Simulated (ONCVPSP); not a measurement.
Configuration tests for aluminium (ONCV)

ONCVPSP 4.0.1 input, shortened (lines: element, Z, core and valence counts, functional; n l f; lmax; l rc ep ncon nbas qcut; lloc lpopt rc5 dvloc0; l nproj debl; icmod fcfact rcfact), LDA (Perdew-Wang 92), scalar-relativistic:

```
  Al 13.00    3    1  -001012      upf
    1    0    2.00
    2    0    2.00
    2    1    6.00
    3    0    1.50
    2
    0    2.10    0.00    4    8    2.50
    1    1.85    0.43    4    7    4.10
    2    1.65    0.46    4    8    6.70
    4    5    1.40    0.00
    0    3    2.90
    1    2    2.70
    2    2    1.60
    3    5.00    1.05
```

In the p channel the program set the typed energies aside and used 0.050, 2.750 Ha.

Energies are relative to the spin-unpolarised reference configuration 3s1.5; without spin polarisation the order of configurations can differ from experiment.

| valence configuration | charge | ΔE all-electron (eV) | error AE − PS (meV) |
| --- | --- | --- | --- |
| 3s2 3p1 | 0 | -14.398 | +38 |
| 3s1 3p2 | 0 | -9.243 | +48 |

What are ΔE and the potential's error for 3s1?

ΔE = 10.814 eV all-electron; the error (AE − PS) is +8.8 meV.

What are ΔE and the potential's error for 3s2?

ΔE = -8.557 eV all-electron; the error (AE − PS) is +5.3 meV.
